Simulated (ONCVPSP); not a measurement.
Pseudopotential generation for S: ONCV, PBE, scalar-relativistic.

The input file (ONCVPSP 4.0.1):

```
# ATOM AND REFERENCE CONFIGURATION
# atsym  z   nc   nv     iexc    psfile
  S 16.00    3    2        4      upf
#
#   n    l    f
    1    0    2.00
    2    0    2.00
    2    1    6.00
    3    0    2.00
    3    1    4.00
#
# PSEUDOPOTENTIAL AND OPTIMIZATION
# lmax
    2
#
#   l,   rc,      ep,       ncon, nbas, qcut
    0    1.15    0.00    4    7    5.80
    1    1.15    0.00    3    5    8.00
    2    1.25    0.12    3    8    7.60
#
# LOCAL POTENTIAL
# lloc, lpopt,  rc(5),   dvloc0
    0    5    1.15    0.00
#
# VANDERBILT-KLEINMAN-BYLANDER PROJECTORs
# l, nproj, debl
    0    0    3.60
    1    1    3.20
    2    2    0.70
#
# MODEL CORE CHARGE
# icmod, fcfact, rcfact
    1    0.45    0.00
#
# LOG DERIVATIVE ANALYSIS
# epsh1, epsh2, depsh
   -2.00    5.00    0.02
#
# OUTPUT GRID
# rlmax, drl
    6.00    0.01
#
# TEST CONFIGURATIONS
# ncnf
    4
# nvcnf
#   n    l    f
    2
    3    0    2.00
    3    1    3.00
#
    2
    3    0    2.00
    3    1    2.00
#
    2
    3    0    2.00
    3    1    1.00
#
    2
    3    0    2.00
    3    1    0.00
#
```

Command:

```bash
oncvpsp.x < S.dat > S.out
```

Output (shortened: citation, most of the input echo, consistency checks and plot data are left out):

```
ONCVPSP  (Optimized Norm-Conservinng Vanderbilt PSeudopotential)
scalar-relativistic version 4.0.1

#   n    l    f        energy (Ha)
    1    0    2.00    -8.8416530E+01
    2    0    2.00    -7.7801439E+00
    2    1    6.00    -5.7514782E+00
    3    0    2.00    -6.3416348E-01
    3    1    4.00    -2.5756665E-01

Reference configufation results
  iterations    24
  all-electron total energy (Ha)   -3.99045897D+02

Begin loop to  construct optimized pseudo wave functions
and semi-local pseudopoentials for all angular momenta

Calculating optimized projector #   1

 for l=   0

    Fraction of norm inside rc  0.190852
    Optimizing pswf for qcut=   5.81 a_B^-1,  ecut=  16.87 Ha
    Residual kinetic energy error=  2.49D-03 Ha

    Energy error per electron        Cutoff
         Ha          eV             Ha
         0.01000     0.27211        8.66
         0.00100     0.02721       63.96
         0.00010     0.00272       92.05
         0.00001     0.00027      132.46

Calculating optimized projector #   1

 for l=   1

    Fraction of norm inside rc  0.121064
    Optimizing pswf for qcut=   7.99 a_B^-1,  ecut=  31.90 Ha
    Residual kinetic energy error=  3.32D-04 Ha

    Energy error per electron        Cutoff
         Ha          eV             Ha
         0.01000     0.27211        4.31
         0.00100     0.02721       25.39
         0.00010     0.00272       55.18

   Wellstate for l =  2  n =  3
     eigenvalue =   0.1200
     asymptotic potential =   0.6200
     half-point radius = 11.9113

   Wellstate for l =  2  n =  4
     eigenvalue =   0.8200
     asymptotic potential =   1.3200
     half-point radius =  4.9174

Calculating optimized projector #   1

 for l=   2

    Fraction of norm inside rc  0.016971
    Optimizing pswf for qcut=   7.61 a_B^-1,  ecut=  28.98 Ha
    Residual kinetic energy error=  3.10D-05 Ha

    Energy error per electron        Cutoff
         Ha          eV             Ha
         0.01000     0.27211        7.78
         0.00100     0.02721       17.26
         0.00010     0.00272       25.12
         0.00001     0.00027       62.80

Calculating optimized projector #   2

 for l=   2

    Fraction of norm inside rc  0.105372
    Optimizing pswf for qcut=   7.61 a_B^-1,  ecut=  28.98 Ha
    Residual kinetic energy error=  3.20D-04 Ha

    Energy error per electron        Cutoff
         Ha          eV             Ha
         0.01000     0.27211       17.47
         0.00100     0.02721       25.53
         0.00010     0.00272       36.20
         0.00001     0.00027      182.63

Construct Vanderbilt / Kleinmman-Bylander projectors

B matrix Hermiticity error, ll=   2
   1   2    5.2906E-06

  Orthonormal projector coefficients -1.1420E+01 -4.2598E+00

Model core correction analysis
  based on d2Exc/dn_idn_j

d2excae - all-electron derivatives

   -7.352880D-03   -4.251927D-03
   -4.511135D-03   -2.684615D-03

d2excps - pseudofunction derivatives with no core correction

   -9.954993D-03   -6.325648D-03
   -6.328490D-03   -4.015182D-03

rms 2nd derivative error    2.009011E-03

Polynomial model core charge

d2excps - pseudofunction derivatives with core correction

   -7.652876D-03   -4.509125D-03
   -4.768318D-03   -2.812933D-03

rms 2nd derivative error    2.443136E-04

Pseudoatom total energy  -10.134695

Diagnostic tests using Vanderbilt-Kleinman-Bylander pseudopotentials
  1 or more projectors used as specified by nproj input data

   l    rcore       rmatch      e in        delta e   norm test  slope test

   0   1.1537192   1.1887486  -0.6341635  -0.0000007   1.0000050   0.9999974

   1   1.1537192   1.1887486  -0.2575667  -0.0000325   0.9999355   1.0001535

   2   1.2545034   1.2925929   0.1200000  -0.0003396   1.0000653   1.0000653
   2   1.2545034   1.2925929   0.8200000  -0.0003144   1.0000780   1.0000780

 Testing for bound ghosts
   n   l    E NL Schr. Eq   E Basis Diag.   E Cutoff

   2   1       -0.257599       -0.164745     39.73

 Testing for highly-localized positive-energy ghosts
       l    <radius>/rc     E Basis Diag.   E Cutoff

Test configuration 0

   n   l     f        eae           eps        diff
   1   0  2.0000  -88.41652986
   2   0  2.0000   -7.78014389
   2   1  6.0000   -5.75147815
   3   0  2.0000   -0.63416348   -0.63416420   -7.20D-07
   3   1  4.0000   -0.25756665   -0.25759915   -3.25D-05

    Total energies and differences
      AE_ref= -3.99045897D+02  AE_tst= -3.99045897D+02  dif=  0.00D+00
      PS_ref= -1.01346946D+01  PS_tst= -1.01346946D+01  dif= -2.49D-14
      PSP excitation error=  2.49D-14

Test configuration 1

   n   l     f        eae           eps        diff
   1   0  2.0000  -88.85691563
   2   0  2.0000   -8.21160838
   2   1  6.0000   -6.18387562
   3   0  2.0000   -1.01539259   -1.01491524    4.77D-04
   3   1  3.0000   -0.61723853   -0.61691562    3.23D-04

    Total energies and differences
      AE_ref= -3.99045897D+02  AE_tst= -3.98613400D+02  dif=  4.32D-01
      PS_ref= -1.01346946D+01  PS_tst= -9.70227487D+00  dif=  4.32D-01
      PSP excitation error=  7.73D-05

Test configuration 2

   n   l     f        eae           eps        diff
   1   0  2.0000  -89.38912480
   2   0  2.0000   -8.72563029
   2   1  6.0000   -6.69971000
   3   0  2.0000   -1.44776377   -1.44626918    1.49D-03
   3   1  2.0000   -1.02822291   -1.02703841    1.18D-03

    Total energies and differences
      AE_ref= -3.99045897D+02  AE_tst= -3.97794495D+02  dif=  1.25D+00
      PS_ref= -1.01346946D+01  PS_tst= -8.88402565D+00  dif=  1.25D+00
      PSP excitation error=  7.33D-04

Test configuration 3

   n   l     f        eae           eps        diff
   1   0  2.0000  -90.00433218
   2   0  2.0000   -9.31180095
   2   1  6.0000   -7.28871568
   3   0  2.0000   -1.91986780   -1.91684737    3.02D-03
   3   1  1.0000   -1.48007002   -1.47753270    2.54D-03

    Total energies and differences
      AE_ref= -3.99045897D+02  AE_tst= -3.96543479D+02  dif=  2.50D+00
      PS_ref= -1.01346946D+01  PS_tst= -7.63476284D+00  dif=  2.50D+00
      PSP excitation error=  2.49D-03

Test configuration 4

   n   l     f        eae           eps        diff
   1   0  2.0000  -90.69763880
   2   0  2.0000   -9.96383890
   2   1  6.0000   -7.94475087
   3   0  2.0000   -2.42275416   -2.41806704    4.69D-03

    Total energies and differences
      AE_ref= -3.99045897D+02  AE_tst= -3.94823714D+02  dif=  4.22D+00
      PS_ref= -1.01346946D+01  PS_tst= -5.91818732D+00  dif=  4.22D+00
      PSP excitation error=  5.67D-03
```

The run took about 2.9 s on one core of a shared server CPU.
